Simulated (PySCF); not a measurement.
From one molecule to another.

First species: C6H9FOSi.
InChI=1S/C6H9FOSi/c1-2-5-9(7)6-3-4-8-9/h3-4,6H2,1H3/t9-/m0/s1

Second species: C4H9F3Si2.
SMILES: `C[Si@H]1C[Si@H](C(F)(F)F)C1`

Levels: B3LYP/def2-SVPD for HOMO energy, LUMO energy, HOMO–LUMO gap and static isotropic polarisability; TDDFT B3LYP/def2-SVPD for lowest singlet excitation; TDA B3LYP/def2-SVPD for lowest triplet excitation (Tamm–Dancoff); ΔSCF B3LYP/def2-SVPD for vertical ionisation energy. Geometries: PBE0-D3(BJ)/def2-SVP. Each structure is a single optimised conformer of the isolated species, non-relativistic unless stated; the electronic structure was computed with PySCF and density fitting.

The conformers computed, where there is a choice (atom-mapped SMILES and torsion angles):
- `[CH3:1][Si@H:2]1[CH2:3][Si@H:4]([C:5]([F:6])([F:7])[F:8])[CH2:9]1`: C3–Si4–C5–F6 -166°

The conformers of `CC#C[Si@@]1(F)CCCO1` aren't listed.

| property | column X | column Y |
| --- | --- | --- |
| HOMO energy | -7.62 eV | -7.74 eV |
| LUMO energy | -0.26 eV | -0.11 eV |
| HOMO–LUMO gap | 7.36 eV | 7.63 eV |
| lowest singlet excitation | 5.86 eV | 6.54 eV |
| lowest triplet excitation (Tamm–Dancoff) | 4.86 eV | 6.34 eV |
| static isotropic polarisability | 97.2 au | 100.9 au |
| vertical ionisation energy | 9.55 eV | 9.64 eV |

Which column belongs to which species?

Column X is the first species and column Y the second. The first has 18 atoms and 76 electrons, the second 18 and 88.

How does each property change from the first species to the second?

HOMO energy -0.12 eV; LUMO energy +0.15 eV; HOMO–LUMO gap +0.27 eV; lowest singlet excitation +0.68 eV; lowest triplet excitation (Tamm–Dancoff) +1.48 eV; static isotropic polarisability +3.7 au; vertical ionisation energy +0.09 eV.

On the first: No computed singlet falls in the visible range (750 to 380 nm, 1.65 to 3.26 eV); S1 lies 2.60 eV above its blue end. The principal polarisabilities are 78.0, 80.0 and 133.7 au; their mean is the isotropic value.

On the second: No computed singlet falls in the visible range (750 to 380 nm, 1.65 to 3.26 eV); S1 lies 3.28 eV above its blue end. S1 lies 1.09 eV below the HOMO–LUMO gap; its leading configuration is HOMO→LUMO, weight 0.99.
